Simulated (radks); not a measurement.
Task: Neutral iron, 26 electrons, occupied as [Ar] 3d5.5 4s2 4p0.5 (fractional occupations, a model configuration). All-electron calculation, non-relativistic Kohn-Sham, PBE, spin-polarised, spherical densities, point nucleus; open shells are filled with parallel spins first. Program: a radial shooting solver on a logarithmic mesh with Libxc functionals. Some entries of the table are withheld. Estimate them.

| orbital | occ. | eigenvalue (hartree) | <r^2> (bohr^2) | <1/r> (bohr^-1) |
|---|---|---|---|---|
| 1s up | 1 | -254.8987 | 0.004691 | 25.52 |
| 1s down | 1 | -254.8987 | 0.004691 | 25.52 |
| 2s up | 1 | -29.78980 | 0.08619 | 5.459 |
| 2s down | 1 | -29.70642 | 0.08586 | 5.469 |
| 2p up | 3 | -25.71756 | 0.06897 | 5.411 |
| 2p down | 3 | -25.65518 | 0.06863 | 5.421 |
| 3s up | 1 | -3.57820 | 0.7678 | 1.730 |
| 3s down | 1 | -3.39338 | 0.7752 | 1.721 |
| 3p up | 3 | -2.38699 | 0.8602 | 1.608 |
| 3p down | 3 | -2.20548 | 0.8754 | 1.595 |
| 3d up | 5 | -0.46268 | 1.455 | 1.265 |
| 3d down | 0.5 | -0.29821 | 1.742 | 1.211 |
| 4s up | 1 | -0.24866 | 9.216 | (1) |
| 4s down | 1 | -0.20537 | 10.36 | (2) |
| 4p up | 0.5 | (3) | (4) | 0.3327 |
| 4p down | 0 | (5) | (6) | 0.3042 |

Result: 
(1) 4s up <1/r> (bohr^-1): 0.4629
(2) 4s down <1/r> (bohr^-1): 0.4341
(3) 4p up eigenvalue (hartree): -0.08437
(4) 4p up <r^2> (bohr^2): 18.36
(5) 4p down eigenvalue (hartree): -0.05916
(6) 4p down <r^2> (bohr^2): 21.69
